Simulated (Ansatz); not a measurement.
A run for Ansatz (a program for electronic structure): R-PBE/def2-TZVPP on B3Cl3O3 (SMILES ClB1OB(Cl)OB(Cl)O1).

Ansatz 0.2 input:
```yaml
crystal:
  periodic: [false, false, false]
  atoms:
    - {symbol: Cl, position_ang: [-2.25440093, -2.15027706, -0.13931396]}
    - {symbol: B, position_ang: [-0.99190542, -0.94616286, -0.06129332]}
    - {symbol: O, position_ang: [-0.31253670, -0.58906287, -1.19813578]}
    - {symbol: B, position_ang: [0.67911966, 0.35667462, -1.13767890]}
    - {symbol: Cl, position_ang: [1.54348131, 0.81073625, -2.58562982]}
    - {symbol: O, position_ang: [0.99120257, 0.94546243, 0.06122935]}
    - {symbol: B, position_ang: [0.31277806, 0.58939198, 1.19894849]}
    - {symbol: Cl, position_ang: [0.71090161, 1.33962971, 2.72488934]}
    - {symbol: O, position_ang: [-0.67864018, -0.35649220, 1.13688461]}
basis:
  gaussian:
    orbitals: def2-TZVPP
hamiltonian:
  xc: {name: PBE}
scf: {lower_state_search: off}
```

Give the final energy of this run.

-1680.5102 hartree.

How many basis functions does it have, and what does it roughly cost on one machine?

312 functions; around 8 core-seconds (rough).
